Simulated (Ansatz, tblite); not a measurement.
Isomers of Ag3H4 (doublet), found by a short tight-binding search and relaxed with PBE0-D4/def2-TZVP in Ansatz.

In the def2 sets Ag takes a core potential; there is no spin–orbit coupling. The xTB rows come from tblite. Correlated methods freeze no core orbitals; core or outer-core shells of Ag are correlated, in sets that lack core-valence functions.

Other spin states weren't relaxed.

A:

```tsv
atom	x (Å)	y (Å)	z (Å)
Ag1	-1.2796	1.2367	0.9456
Ag2	0.6469	-0.1603	-0.3253
Ag3	-1.8892	-1.3129	0.3275
H4	0.3667	1.5701	0.3797
H5	2.5971	-0.4487	-1.2186
H6	2.2631	-1.1331	-1.3073
H7	-2.7049	0.2483	1.1982
```

B:

```
atom   x (Å)   y (Å)   z (Å)
 Ag1   0.656  -0.069  -2.517
 Ag2   0.047   0.002   0.146
 Ag3  -1.982   0.286  -1.662
  H4   1.518  -0.191  -0.857
  H5  -1.726   0.246   0.195
  H6   0.387  -0.087   2.463
  H7   1.101  -0.188   2.231
```

Task: Estimate which lies lowest at each level, and how far above it the others are (kcal/mol).

Result: 
```json
{"level": "GFN1-xTB", "A": "0.0", "B": "0.4"}
{"level": "GFN2-xTB", "A": "0.0", "B": "3.2"}
{"level": "HF/def2-SVP", "A": "1.6", "B": "0.0"}
{"level": "HF/def2-TZVP", "A": "1.7", "B": "0.0"}
{"level": "PBE-D4/def2-TZVP", "A": "0.0", "B": "0.9"}
{"level": "r2SCAN-D4/def2-TZVP", "A": "0.0", "B": "1.0"}
{"level": "PBE0-D4/def2-TZVP", "A": "0.0", "B": "0.8"}
{"level": "r2SCAN0-D4/def2-TZVP", "A": "0.0", "B": "0.8"}
{"level": "MP2/def2-SVP", "A": "0.0", "B": "1.2"}
{"level": "CCSD/def2-SVP", "A": "0.0", "B": "0.7"}
{"level": "CCSD(T)/def2-SVP", "A": "0.0", "B": "0.8"}
```
Point groups (tolerance 0.1 Å): A Cs, B not assigned. A and B have the same bonds, so they are conformers or stereoisomers. Lower isomers may exist.
